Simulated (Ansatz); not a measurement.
The first iterations of a band of Ge2H6O3 + H2S (14 atoms, charge 0, multiplicity 1).

Method: RKS PBE/def2-SVP in Ansatz 0.2.0.

| Property | Result |
| --- | --- |
| movable images | 5 |
| climbing image | yes |
| spring | 5.0 eV/Å² |
| optimiser | quadratic models (default) |
| start path | through a guess of the saddle point |
| force threshold | 0.2 eV/Å |
| iteration limit | 60 |
| end points | relaxed |

First end point:

```xyz
14
Properties=species:S:1:pos:R:3
Ge -0.370 -0.131 0.294
Ge -0.558 0.205 2.702
H -1.829 -0.573 3.143
H 0.675 -0.408 3.400
H -0.719 1.703 3.032
O 1.051 0.664 -0.505
H 1.538 -0.023 -1.005
O -1.871 0.521 -0.445
H -1.741 0.654 -1.404
O -0.068 -1.828 -0.246
H -0.832 -2.405 -0.059
S 2.706 2.184 1.956
H 2.155 1.632 0.821
H 3.374 1.034 2.245
```

Last end point:

```xyz
14
Properties=species:S:1:pos:R:3
Ge 0.433 0.353 -0.529
Ge -0.221 0.010 4.035
H -1.201 -1.141 3.700
H 1.220 -0.381 3.633
H -0.266 0.265 5.566
O 1.184 -0.604 -1.846
H 1.980 -1.069 -1.526
O -0.935 1.141 -1.360
H -0.869 0.961 -2.318
O -0.224 -0.642 0.804
H -1.168 -0.829 0.631
S 1.874 1.691 0.508
H 2.355 2.173 -0.673
H -0.651 1.303 3.304
```

| iteration | highest image above the first end (eV) | largest band force component (eV/Å) |
| --- | --- | --- |
| 1 | 29.252 | 107.987 |
| 2 | 7.379 | 27.673 |
| 3 | 4.325 | 17.865 |
| 4 | 1.927 | 7.706 |
| 5 | 1.021 | 3.484 |
| 6 | 1.016 | 1.118 |
| 7 | 0.888 | 0.988 |

**Question.** Does the band converge within its limit, and where does its top end?

**Answer.** The forces met the threshold. It ended after 21 iterations with the highest image 1.856 eV above the first end. The threshold of 0.2 eV/Å is loose, so the images may lie well off the minimum-energy path. Neighbouring images differ by up to 1.8 eV, so the band resolves the path poorly. The order of the point at the top wasn't checked. The orbitals stay closed-shell, which can raise the energy where a bond breaks towards radicals; this wasn't checked here.

The run took 2.7 min on 4 threads of Intel(R) Xeon(R) Platinum 8488C (Sapphire Rapids), on a shared host, peak memory 0.3 GiB.
